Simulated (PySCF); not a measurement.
C4H4N, multiplicity 2. Atoms are numbered in the order given.

```xyz
9

C      0.0000     0.6832     0.9860
C      0.0000     1.0633    -0.4272
N      0.0000     0.0000    -1.2488
C      0.0000    -1.0633    -0.4272
C      0.0000    -0.6832     0.9860
H      0.0000     1.3598     1.8411
H      0.0000     2.0838    -0.8238
H      0.0000    -2.0838    -0.8238
H      0.0000    -1.3598     1.8411
```
Charge 0, spin multiplicity 2.

Coordinates come from a r2SCAN-D4/def2-SVP optimisation. The isomer is the one that the SMILES or the coordinates give; other isomers of the formula were not compared.

These are SMD-B3LYP/def2-SVP (PySCF) values and carry that method's errors.

Solvation free energies are E(SMD) − E(gas) at the gas-phase geometry, for 1 M in both phases. In vacuum the dipole moment is 1.95 D.

Question: Estimate the solvation free energies in water, 1-octanol, ethanol. (An estimate is asked for; the answer gives what the named calculation found.)

Answer: 
```json
[
 {"solvent": "water", "ΔG(solv) (kcal/mol)": "-4.3", "its non-electrostatic (CDS) part": "1.2", "dipole (D)": "2.56"},
 {"solvent": "1-octanol", "ΔG(solv) (kcal/mol)": "-4.3", "its non-electrostatic (CDS) part": "0.3", "dipole (D)": "2.47"},
 {"solvent": "ethanol", "ΔG(solv) (kcal/mol)": "-5.0", "its non-electrostatic (CDS) part": "0.2", "dipole (D)": "2.54"}
]
```
